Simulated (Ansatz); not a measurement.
Program: Ansatz. Geometries: PBE0-D4/def2-TZVP. ΔE: electronic, gas phase. CBS: MP2 limit from def2 TZ/QZ plus the TZ coupled-cluster correction, frozen cores. This one scheme is used for every species. Functionals use def2-TZVPP. B3LYP here is the variant with VWN-RPA as its local correlation; programs differ in this. For Br outer-core shells are correlated without core-valence functions, which leaves a few kJ/mol of doubt a bond. Scalar relativity is left out up to krypton. One conformer a species, not always the lowest.

Consider the formal hydrolysis of the Si–Br bond: `F[Si](Br)(Br)Br` + H₂O → `O[Si](F)(Br)Br` + HBr.

Q: Is it downhill or uphill in electronic energy at CCSD(T)/CBS, and by how much? (Estimate.)

A: Ansatz gave: Downhill: ΔE = -19.7 kJ/mol.

Q: What do these levels give: PBE-D4, revPBE-D4, PBE0-D4, B3LYP-D4, B2PLYP, BLYP, r2SCAN, r2SCANh, CAM-B3LYP, LC-ωPBE, HF/def2-SVP, MP2/CBS(def2)? (An estimate is asked.)

A: Ansatz gave: PBE-D4 -14.4, revPBE-D4 -13.1, PBE0-D4 -17.1, B3LYP-D4 -24.9, B2PLYP -28.8, BLYP -29.5, r2SCAN -25.7, r2SCANh -25.8, CAM-B3LYP -36.9, LC-ωPBE -27.1, HF/def2-SVP -38.2, MP2/CBS(def2) -12.3 kJ/mol.

Largest T1 diagnostic among the species: 0.009.

At CCSD(T), def2-SVP lies −11.6 kJ/mol from the extrapolated value and def2-TZVPP −8.5 kJ/mol. In def2-TZVPP, CCSD(T) changes the Hartree–Fock value by +12.8 kJ/mol (the triples alone add +2.6 kJ/mol) and MP2 by +20.2 kJ/mol. Leaving LDA and LC-ωPBE aside and taking each functional with its dispersion term where it has one, the values, not all of them listed here, spread over 20.2 kJ/mol, from CAM-B3LYP-D4 to revPBE-D4. LDA lies −7.4 kJ/mol from PBE without D4.
